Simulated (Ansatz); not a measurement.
The cluster Cu2H3⁻: single points at one geometry.

```yaml
crystal:
  periodic: [false, false, false]
  atoms:
    - {symbol: Cu, position_ang: [-0.332587, 0.035666, 1.153301]}
    - {symbol: Cu, position_ang: [0.473744, -0.412455, -1.023447]}
    - {symbol: H, position_ang: [-1.050191, 1.215327, 1.753581]}
    - {symbol: H, position_ang: [0.452624, 0.380129, -2.303391]}
    - {symbol: H, position_ang: [0.456410, -1.218666, 0.419947]}
basis:
  gaussian: {orbitals: def2-TZVPD, initial_orbitals: start.molden}
total_charge: -1
magnetization: {spin_polarized: true, initial_magnetization: 2}
hamiltonian: {xc: r2scan, dispersion: d4}
scf: {omitted_lower_state_checks: [starts]}
output: {orbitals: {seedname: orbitals}}
```

The file start.molden holds the orbitals of an earlier run on this structure, at another level or in another basis.

```sh
$ ansatz run in.yaml --threads 4 --pin off --events-out ev --progress --plain --max-ram 3916MiB
```

It prints (some lines left out):

```
Functional definition: r2SCAN
1091 factors; their error is unknown
mean field evaluation 1: about -89328.7444 eV, gradient 4.9e0 eV
mean field evaluation 2: about -89328.8323 eV, gradient 2.1e-1 eV
mean field evaluation 4: about -89328.8079 eV, gradient 4.1e-3 eV
mean field evaluation 8: about -89328.8079 eV, gradient 2.5e-5 eV
mean field -89328.80792113 eV, -3282.7731418606 hartree, gradient 4.0e-6 eV, S^2 2.006790; 0 other end points of the search recorded, 0 dependent functions left out
reference -89328.80795063 eV, -3282.7731429450 hartree; 32, 30 occupied and 91, 93 virtual orbitals, 1091 factors
Total energy: -89328.83177474 eV, -3282.7740184647 hartree
Checks for a lower state left out: starts
```

Run time 4.2 s (4 threads of Arm Neoverse V2 on a shared host).

The first input with `gaussian: {orbitals: def2-TZVPD}`, `hamiltonian: {xc: pbe0, dispersion: d4}` (abridged; 4.6 s):

```
Functional definition: PBE0
mean field evaluation 16: about -89315.4389 eV, gradient 1.1e-2 eV
mean field evaluation 32: about -89315.4390 eV, gradient 8.5e-5 eV
mean field -89315.43896151 eV, -3282.2818416567 hartree, gradient 6.5e-6 eV, S^2 2.014661
Total energy: -89315.52812874 eV, -3282.2851184919 hartree
Checks for a lower state left out: starts
```

As the first input, with `hamiltonian: {xc: pbe, dispersion: d4}` (abridged; 2.4 s):

```
Functional definition: PBE
mean field evaluation 16: about -89316.1630 eV, gradient 1.7e-6 eV
mean field -89316.16295541 eV, -3282.3084479416 hartree, gradient 1.7e-6 eV, S^2 2.002195
Total energy: -89316.26850048 eV, -3282.3123266514 hartree
Checks for a lower state left out: starts
```

Geometry: PBE-D4/def2-TZVP, that of the neutral doublet.

At r2SCAN-D4/def2-TZVPD, PBE0-D4/def2-TZVPD, PBE-D4/def2-TZVPD the highest occupied level of the charge -1 triplet lies above zero (up to 1.93 eV). Energy differences put its binding near zero (-0.04 eV; vertical, to the charge 0 doublet, at PBE-D4/def2-TZVPD), which leaves it undecided. At PBE0-D4/def2-TZVPD a singlet of charge -1 lies 3.18 eV below the triplet at the same geometry. The structure comes from a short search, and lower isomers may exist.
